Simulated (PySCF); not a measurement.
H3N, charge +1, doublet, geometry from GFN2-xTB (a state made from the parent by changing its charge; the spin is typed, not shown lowest), with bond 2-1 at 1.6 times its length. Base run: TPSS/def2-TZVP run with PySCF.

Input for PySCF:
```python
from pyscf import gto, scf, dft

mol = gto.M(
    atom='''
N     0.00000000   -0.00000000    0.00000000
H     0.02404117    1.64435456   -0.03111717
H     0.88265094   -0.52673581    0.01709961
H    -0.89767667   -0.50098579    0.00234863
''',
    basis='def2-tzvp',
    charge=1,
    spin=1,
    verbose=4,
)

mf = dft.UKS(mol)
mf.xc = 'tpss'
mf.kernel()
mf.analyze()
```

Each row names what was changed in the base input (with any setting that the change needs).

```csv
change,ΔE vs base (mEh),SCF cycles,<S^2>,outcome
base,0.000,10,0.774,converged
init_guess = atom,0.000,11,0.774,converged
conv_tol = 1e-12,0.000,12,0.774,converged
conv_tol = 1e-7,0.000,10,0.774,converged
diis_space = 12,0.000,10,0.774,converged
diis_space = 20,0.000,10,0.774,converged
init_guess = huckel,0.000,11,0.774,converged
diis = off; damp = 0.3 (with mf.diis_start_cycle = 200; with mf.max_cycle = 150),-,150,-,not converged
conv_tol_grad = 1e-7,0.000,12,0.774,converged
init_guess = 1e,0.000,12,0.774,converged
damp = 0.5; diis_start_cycle = 5,0.000,13,0.774,converged
init_guess = sap,0.000,11,0.774,converged
level_shift = 0.5 (with mf.max_cycle = 100),0.000,23,0.774,converged
```

Open shells are given as the SCF converged; they aren't shown to be the lowest states, and a large step between rows can be another state.
